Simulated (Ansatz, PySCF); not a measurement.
Spin states of HOSc (SMILES [OH][Sc]), each relaxed with B3LYP-D3(BJ)/def2-TZVP.
State 1 (charge 0, multiplicity 1):
```xyz
3

Sc    -0.9548    -0.8365    -0.8519
O      0.1638     0.1726     0.1299
H      0.7579     0.7113     0.6516
```
State 2 (charge 0, multiplicity 3):
```xyz
3

Sc    -0.98734    -0.85802    -0.87939
O      0.17955     0.18557     0.14353
H      0.77461     0.71982     0.66544
```

Singlets are restricted, other states unrestricted; no spin–orbit coupling, no relativity up to Kr; see below for the cores. The largest T1 diagnostic is 0.028.

Correlated levels freeze the inner cores; with def2 sets outer-core shells near the valence are correlated too. CBS: X⁻³ extrapolation of the correlation energy, Hartree–Fock from the larger set.

Programs: Ansatz (Gaussian basis) for Hartree–Fock, density functionals and correlated methods; PySCF for the dispersion terms. Each number belongs to the level named beside it.

PBE/def2-TZVPP gives 0.033 eV for the energy of the multiplicity-3 state less that of the multiplicity-1 state.

Question: Predict the shift from PBE, with its sign, for: PBE-D3(BJ)/def2-TZVPP, r2SCAN/def2-TZVPP, B3LYP/def2-TZVPP, wB97M-V/def2-TZVPP, B2PLYP/def2-TZVPP, CCSD(T)/CBS(def2-SVP, def2-TZVPP).

Answer: PBE-D3(BJ)/def2-TZVPP 0.000; r2SCAN/def2-TZVPP -0.353; B3LYP/def2-TZVPP -0.005; wB97M-V/def2-TZVPP 0.170; B2PLYP/def2-TZVPP 0.207; CCSD(T)/CBS(def2-SVP, def2-TZVPP) 0.522 eV. 3 of 6 lie above PBE; the widest gap is to CCSD(T)/CBS(def2-SVP, def2-TZVPP).

Doubts at one or more of the structures used: a restricted determinant that unrestricted orbitals would lower (B2PLYP/def2-TZVPP, CCSD(T)/CBS(def2-SVP, def2-TZVPP)).

Ansatz is a first-principles code.
